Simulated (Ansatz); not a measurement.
```yaml
crystal:
  periodic: [false, false, false]
  atoms:
    - {symbol: Cl, position_ang: [-1.424235, 1.611151, 0.109988]}
    - {symbol: C, position_ang: [0.311382, 1.435221, 0.653958]}
    - {symbol: B, position_ang: [-0.182455, -0.040631, 0.731986]}
    - {symbol: Ge, position_ang: [0.089583, -1.338188, -0.843531]}
    - {symbol: H, position_ang: [0.940163, 1.775977, -0.163660]}
    - {symbol: H, position_ang: [0.433111, 2.026516, 1.557145]}
    - {symbol: H, position_ang: [-0.640430, -0.415328, 1.769239]}
    - {symbol: H, position_ang: [-1.159880, -2.183376, -1.150307]}
    - {symbol: H, position_ang: [0.484027, -0.596557, -2.138583]}
    - {symbol: H, position_ang: [1.231835, -2.325985, -0.523333]}
basis:
  gaussian: {orbitals: aug-pcseg-2, final_grid: {core_spheres: 1, valence_spheres: 1, degree: 5}}
hamiltonian: {xc: {name: r2SCAN}}
```

```sh
$ ansatz run in.yaml --threads 4 --pin off --events-out ev --progress --plain --max-ram 10444MiB
```

Output, abridged:

```
Functional definition: r2SCAN
1522 factors; their error is unknown
mean field evaluation 1: about -70840.0155 eV, gradient 6.7e1 eV
mean field evaluation 2: about -70818.8145 eV, gradient 1.1e2 eV
mean field evaluation 4: about -70851.1970 eV, gradient 4.2e0 eV
mean field evaluation 8: about -70846.6794 eV, gradient 9.2e1 eV
mean field evaluation 16: about -70855.9053 eV, gradient 1.5e0 eV
mean field evaluation 32: about -70855.9403 eV, gradient 2.2e-4 eV
a density is far from that of the atoms, so the factors are made again for it
2292 factors; integrals over basis functions are off by at most 8.9e-4 eV
mean field -70855.93974123 eV, -2603.9077576092 hartree, gradient 4.0e-5 eV, S^2 0.000000; 0 other end points of the search recorded, 0 dependent functions left out
reference -70855.93975008 eV, -2603.9077579345 hartree; 33, 33 occupied and 306, 306 virtual orbitals, 2292 factors
Total energy: -70855.93975008 eV, -2603.9077579345 hartree
```

In this input the integration grid is far too coarse. The run converged. The result belongs to that input, not to the molecule as meant.
